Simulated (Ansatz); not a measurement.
C2H6OSSi (`[SiH3]O/C=C\S`), relaxed with RKS PBE-D4/def2-SVP in the Gaussian-basis code of Ansatz from a rough embedded geometry. The force threshold is 0.03 eV/Å; the program also tests the step.

Charge 0, multiplicity 1.

Start:

```xyz
11

Si    1.618    0.029   -0.993
O     0.164   -0.333   -0.420
C    -0.348    0.379    0.598
C    -1.590    0.162    1.224
S    -2.585   -1.160    0.630
H     2.689   -0.038    0.023
H     1.633    1.460   -1.526
H     1.991   -0.848   -2.117
H     0.201    1.229    0.979
H    -1.953    0.743    1.974
H    -1.820   -1.625   -0.373
```

(1) By how much does the energy fall, and how many steps does the optimiser take? (Estimate.)

(2) Which bonds change most? (An estimate is asked.)

(3) Give the relaxed structure. (Estimate.)

Results:

(1) Computed: 56.18 kJ/mol, in 6 steps.

(2) Computed: Si1–O2 from 1.604 to 1.695 Å; C4–H10 from 1.016 to 1.099 Å; C3–C4 from 1.407 to 1.352 Å; Si1–H6 from 1.478 to 1.505 Å.

(3) The calculation gave: 
```xyz
11

Si    1.691    0.072   -1.043
O     0.170   -0.255   -0.369
C    -0.393    0.445    0.665
C    -1.605    0.114    1.164
S    -2.623   -1.209    0.605
H     2.769   -0.070   -0.003
H     1.729    1.469   -1.603
H     1.861   -0.943   -2.129
H     0.177    1.296    1.080
H    -2.024    0.701    1.994
H    -1.752   -1.620   -0.361
```
